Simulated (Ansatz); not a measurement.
Relaxation of the cluster GeTe2⁻ with UKS r2SCAN-D4/def2-TZVPD.

```sh
$ ansatz run in.yaml --threads 4 --pin off --events-out ev --progress --plain --max-ram 3916MiB
```

```yaml
crystal:
  periodic: [false, false, false]
  atoms:
    - {symbol: Ge, position_ang: [-0.378136, 0.069020, -0.562602]}
    - {symbol: Te, position_ang: [-0.328084, 2.057797, 0.885576]}
    - {symbol: Te, position_ang: [0.706220, -2.126817, -0.322974]}
basis:
  gaussian: {orbitals: def2-TZVPD}
total_charge: -1
magnetization: {spin_polarized: true, initial_magnetization: 3}
hamiltonian: {xc: r2scan, dispersion: d4}
scf: {lower_state_search: "off"}
output: {orbitals: {seedname: orbitals}}
relax: {f_tol: 0.02, max_steps: 100}
```

Run time 43 s (4 threads of Arm Neoverse N1 on a shared host).

Positions (Å) and forces (eV/Å) at steps 1, 2, 3, 4, 6 of 6:

```xyz
3
step=1 energy=-71112.4557 eV
Ge   -0.378    0.069   -0.563   -0.745    0.136   -1.108
Te   -0.328    2.058    0.886    0.202    0.620    0.753
Te    0.706   -2.127   -0.323    0.542   -0.756    0.355
3
step=2 energy=-71112.6487 eV
Ge   -0.486    0.089   -0.723   -0.005    0.001   -0.008
Te   -0.275    2.052    0.967    0.086   -0.337   -0.093
Te    0.761   -2.141   -0.244   -0.081    0.336    0.101
3
step=3 energy=-71112.7407 eV
Ge   -0.579    0.106   -0.862    0.089   -0.016    0.132
Te   -0.188    1.879    0.989    0.016   -0.235   -0.136
Te    0.767   -1.985   -0.127   -0.104    0.251    0.004
3
step=4 energy=-71112.7564 eV
Ge   -0.648    0.118   -0.963    0.103   -0.019    0.153
Te   -0.113    1.709    0.992   -0.055    0.024   -0.072
Te    0.761   -1.827   -0.029   -0.048   -0.005   -0.081
3
step=6 energy=-71112.7646 eV
Ge   -0.617    0.113   -0.918    0.003   -0.001    0.004
Te   -0.141    1.763    0.985   -0.001   -0.002   -0.003
Te    0.758   -1.876   -0.067   -0.002    0.002   -0.002
```

In the def2 sets Te takes a core potential; there is no spin–orbit coupling. The highest occupied level of the charge -1 quartet lies above zero (up to 0.81 eV). It is a level of α spin, whose loss leaves a triplet; that state wasn't run at this geometry and level. The electron is either unbound and held by the finite basis, or the level is raised by self-interaction error. The relaxation made no stability test and no search for a lower SCF solution. At r2SCAN-D4/def2-TZVPD a doublet of charge -1 lies 1.69 eV below the quartet, each at its own geometry. The structure comes from a short search, and lower isomers may exist.
